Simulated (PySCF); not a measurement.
C2H7FSi3, SMILES F[SiH2][Si@H]1C=C[SiH2]1.

Geometry: PBE-D3(BJ)/def2-SVP. The structure was generated by enumeration; whether it is a known compound was not checked. Other conformers were not sampled.

These are PBE-D3(BJ)/def2-SVP run with PySCF values and carry that method's errors.

Frequencies are harmonic and unscaled.

```
mode  ν (cm⁻¹)  IR (km/mol)  moving atoms (share of kinetic energy)
----  --------  -----------  --------------------------------------
1           36          0.9                 F 50 %, Si 31 %, H 14 %
2           66          0.8         Si 39 %, C 32 %, H 19 %, F 10 %
3           83          0.3         Si 51 %, H 21 %, F 18 %, C 10 %
4          177          4.3         Si 31 %, F 30 %, H 23 %, C 16 %
5          241          0.5         C 45 %, H 29 %, Si 14 %, F 12 %
6          365          4.4                         Si 74 %, H 22 %
7          403         16.0                 H 65 %, Si 22 %, C 13 %
8          422          4.4                 Si 57 %, C 23 %, H 20 %
9          471          1.7                         Si 58 %, H 33 %
10         521          6.6                         H 55 %, Si 38 %
11         563          4.3                                  H 92 %
12         613         46.6                          H 87 %, Si 8 %
13         657         36.4                 H 63 %, C 25 %, Si 12 %
14         668          6.4                 H 63 %, C 19 %, Si 17 %
15         710         46.3                                  H 81 %
16         714         21.1                 H 45 %, C 39 %, Si 15 %
17         737         54.4                 H 50 %, C 28 %, Si 21 %
18         760        231.1                          H 73 %, C 19 %
19         819         21.5                 F 43 %, H 42 %, Si 14 %
20         874        241.4                 H 62 %, Si 25 %, F 13 %
21         910         68.5                                  H 95 %
22         913        108.7                         H 80 %, Si 14 %
23         981          0.3                          H 77 %, C 23 %
24        1024          3.1                                  H 97 %
25        1223         10.1                          H 65 %, C 34 %
26        1506          0.3                                  C 96 %
27        2136         65.0                                  H 97 %
28        2144        179.7                                  H 98 %
29        2147         20.3                                  H 98 %
30        2156         73.3                                  H 96 %
31        2161        153.6                                  H 96 %
32        3052          5.4                                  H 92 %
33        3073         24.0                           H 91 %, C 9 %
```
